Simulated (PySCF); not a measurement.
Z-matrix (Å, degrees):
```
Sc
N 1 1.9324
H 2 1.0295 1 125.90
H 2 1.0295 3 108.27 1 -179.91
Br 1 2.4601 2 115.40 3 -0.12
Br 1 2.4606 2 115.59 3 -179.93
```
Charge 0, multiplicity 1.

### Question
Give the charge on the central atom (meta-Löwdin), dipole moment, total energy, LUMO, HOMO–LUMO gap, charge on the central atom (Mulliken) and HOMO at the level TPSSh-D3(BJ)/def2-TZVP // BP86-D3(BJ)/def2-SVP run with PySCF.

### Answer

- charge on the central atom (meta-Löwdin): 1.22 e
- dipole moment: 2.90 D
- total energy: -162317.68 eV
- LUMO: -2.88 eV
- HOMO–LUMO gap: 4.51 eV
- charge on the central atom (Mulliken): 1.18 e
- HOMO: -7.39 eV
